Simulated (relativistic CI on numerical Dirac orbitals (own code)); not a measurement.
## Calculated levels, Mo4+

Method of calculation: Dirac-Coulomb-Breit CI, orbitals from a KLI potential per configuration, model QED (radiative potential, 1s self-energy scaled to tabulated hydrogen-like ionisation energies), valence Slater integrals scaled by 0.85, configuration energies shifted to the measured levels that pair with them (semi-empirical) (own radial code, finite nucleus).

Configuration list (outside the closed core [Ar] 3d10): 4s2.4p6.4d2, 4s2.4p6.4d.5s, 4s2.4p6.4d.5p, 4s2.4p6.4d.5d, 4s2.4p6.4d.4f, 4s2.4p6.5s.5p, 4s2.4p5.4d3, 4s2.4p6.5s2, 4s2.4p6.4f2, 4s2.4p6.4d.6s, 4s2.4p6.4d.6p, 4s2.4p4.4d4, 4s2.4p6.4d.5f, 4s2.4p6.4d.6d, 4s2.4p6.4d.5g, 4s2.4p6.5p2, 4s2.4p6.4d.6f, 4s2.4p5.4d2.4f, 4s2.4p6.5s.5d, 4s.4p6.4d3, 4s2.4p6.4f.5s, 4s2.4p6.5p.5d, 4s2.4p6.4f.5p, 4s2.4p5.4d2.5s, 4s2.4p5.4d2.5p. Levels of other configurations are missing.

The lowest level is 4s2.4p6.4d2 3F_2, with 96 % of that term; Hund's rules for 4s2.4p6.4d2 give 3F with J = 2, in agreement.

```
No.  Configuration  Term  J   E (eV)    %  Landé g  Lifetime (s)
  1    4s2.4p6.4d2    3F  2   0.0000   96    0.672              
  2    4s2.4p6.4d2    3F  3   0.1886   98    1.083      1.13e+01
  3    4s2.4p6.4d2    3F  4   0.4015   98    1.249      9.82e+00
  4    4s2.4p6.4d2    1D  2   1.2004   74    1.109      1.64e+00
  5    4s2.4p6.4d2    3P  0   1.3041   97               2.26e+01
  6    4s2.4p6.4d2    3P  1   1.3815   98    1.501      1.59e+01
  7    4s2.4p6.4d2    3P  2   1.5751   75    1.385      2.26e+00
  8    4s2.4p6.4d2    1G  4   2.0086   97    1.001      1.55e+00
  9    4s2.4p6.4d2    1S  0   4.3653   97               7.21e-02
 10  4s2.4p6.4d.5s    3D  1  11.4628   99    0.498      2.11e-04
 11  4s2.4p6.4d.5s    3D  2  11.5500   95    1.160      2.08e-04
 12  4s2.4p6.4d.5s    3D  3  11.7525   99    1.334      2.06e-04
 13  4s2.4p6.4d.5s    1D  2  12.3109   95    1.006      1.83e-04
 14  4s2.4p6.4d.5p   1D°  2  18.2625   60    0.896      3.37e-10
 15  4s2.4p6.4d.5p   3D°  1  18.4516   94    0.531      1.86e-10
 16  4s2.4p6.4d.5p   3D°  2  18.6307   72    1.114      2.10e-10
 17  4s2.4p6.4d.5p   3F°  3  18.7523   49    1.202      2.56e-10
 18  4s2.4p6.4d.5p   3F°  2  18.7566   57    0.849      2.99e-10
 19  4s2.4p6.4d.5p   3F°  3  18.9605   50    1.203      2.47e-10
 20  4s2.4p6.4d.5p   3F°  4  19.2340  100    1.250      4.01e-10
 21  4s2.4p6.4d.5p   3P°  1  19.4290   86    1.419      2.36e-10
 22  4s2.4p6.4d.5p   3P°  0  19.4828   99               2.35e-10
 23  4s2.4p6.4d.5p   3P°  2  19.5712   94    1.474      2.38e-10
 24  4s2.4p6.4d.5p   1F°  3  19.7932   95    1.012      1.58e-10
 25  4s2.4p6.4d.5p   1P°  1  20.1071   85    1.049      2.45e-10
 26   4s2.4p6.5s2‡    1S  0  25.0278   96               2.39e-08
 27  4s2.4p6.4d.5d    1F  3  28.8418   81    1.004      3.01e-10
 28  4s2.4p6.4d.5d    3D  1  28.9167   82    0.592      2.94e-10
 29  4s2.4p6.4d.5d    3D  2  29.0419   97    1.163      3.00e-10
 30  4s2.4p6.4d.5d    3G  3  29.0833   83    0.831      2.92e-10
 31  4s2.4p6.4d.5d    3G  4  29.2056   97    1.051      2.97e-10
 32  4s2.4p6.4d.5d    3D  3  29.2063   79    1.248      3.08e-10
 33  4s2.4p6.4d.5d    1P  1  29.2606   75    0.989      3.19e-10
 34  4s2.4p6.4d.5d    3G  5  29.4081  100    1.200      3.04e-10
 35  4s2.4p6.4d.4f   1G°  4  29.4429   87    1.006      3.32e-10
 36  4s2.4p6.4d.5d    3F  2  29.4900   93    0.689      2.51e-10
 37  4s2.4p6.4d.5d    3F  3  29.6449   96    1.083      2.55e-10
 38  4s2.4p6.4d.5d    3S  1  29.6528   89    1.906      2.97e-10
 39  4s2.4p6.4d.4f   3F°  2  29.6870   87    0.701      1.60e-10
 40  4s2.4p6.4d.4f   3F°  3  29.7485   93    1.079      1.54e-10
 41  4s2.4p6.4d.4f   3H°  4  29.7489   88    0.842      1.04e-09
 42  4s2.4p6.4d.5d    3F  4  29.7706   96    1.243      2.61e-10
 43  4s2.4p6.4d.4f   3H°  5  29.8391   97    1.036      2.79e-09
 44  4s2.4p6.4d.4f   3F°  4  29.8484   82    1.202      1.78e-10
 45  4s2.4p6.4d.4f   3H°  6  29.9827   99    1.167      1.65e-06
```

Energies count from the lowest computed level; ° marks odd parity; lifetimes are radiative, by E1, M1, E2 decay to levels of this space only. ‡ marks configurations that were not tied to measured data.

The mean weight of the leading LS term, summed over parents, in these 45 levels is 88 %, and that of the leading jj configuration (from the same eigenvectors) 75 %, so LS coupling describes them better.

Configurations whose levels could be paired with our table of measured levels were shifted onto them, all but the ground configuration, by the median error of their levels; single terms can still be off by 1,000 to 2,000 cm⁻¹ or more, and rates follow the energies as ν³ (E1, M1) or ν⁵ (E2). The others borrow a shift and can be off by several thousand cm⁻¹ or more. 52 of the 55 excited levels that our extract of the measured tables holds in this range could be paired (the sources list more); they are missed by 173 cm⁻¹ on average and 2530 at most, after the shifts were fitted to these levels, and levels without a partner can miss by more.

Landé's interval rule says that E(J) − E(J−1) = AJ with one A. For the ground term the intervals give A = 507.2, 429.1 cm⁻¹ for J = 3, 4; the multiplet is regular.

LS names give the leading component of a level, which can be under half, so a name can repeat, a term be missing and a line seem to break the LS rules.
